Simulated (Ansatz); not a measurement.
Geometry optimisation, RKS PBE0/def2-SVP (Ansatz).

Input file:

```yaml
crystal:
  periodic: [false, false, false]
  atoms:
    - { symbol: Ge, position_ang: [-0.773211, 0.071078, 0.249473] }
    - { symbol: H, position_ang: [1.621778, -0.210863, 1.576293] }
    - { symbol: F, position_ang: [2.032472, 0.201718, 0.860658] }
    - { symbol: H, position_ang: [-0.767862, 1.095772, -0.981051] }
    - { symbol: Cl, position_ang: [-1.112778, -1.704405, -0.997374] }
basis:
  gaussian: { orbitals: def2-SVP }
hamiltonian:
  xc: pbe0
relax:
  f_tol: 0.03
  max_steps: 50
output:
  orbitals: {}
```

Launched with:

```bash
$ ansatz run input.yaml --threads 1 --pin off --max-ram 2048MiB --backend cpu --events-out ev --progress --plain --runs-dir out
```

Where does it end, and by what steps?

It converged. After 23 steps the energy has fallen by 0.344 eV; H2 moved furthest, 1.10 Å.

```tsv
step	energy less start (eV)	largest force component (eV/Å)	accepted
0	0.0000	0.237	yes
1	-0.0052	1.865	yes
2	-0.0692	1.200	yes
3	-0.0948	0.394	yes
4	-0.1047	0.436	yes
5	-0.1201	0.087	yes
6	-0.1205	0.489	yes
7	-0.1107	1.193	no
8	-0.1288	0.148	yes
9	-0.1174	1.039	no
10	-0.1315	0.130	yes
11	-0.1342	0.215	yes
12	-0.1392	0.187	yes
13	-0.1495	0.261	yes
14	-0.1206	2.060	no
15	-0.1597	0.228	yes
16	-0.1730	0.475	yes
17	-0.2036	0.458	yes
18	-0.2053	2.132	yes
19	-0.2862	1.357	yes
20	-0.3229	0.689	yes
21	-0.3387	0.249	yes
22	-0.3436	0.049	yes
23	-0.3440	0.006	yes
```

```xyz
5
Properties=species:S:1:pos:R:3
Ge -0.921 0.382 0.375
H 1.285 -0.606 0.603
F 1.270 0.245 1.028
H -0.376 1.112 -0.938
Cl -0.258 -1.679 -0.360
```

Time of the run: 45 s on 1 thread of Intel(R) Xeon(R) Platinum 8488C (Sapphire Rapids), with other jobs on the host, peak memory 0.16 GiB.
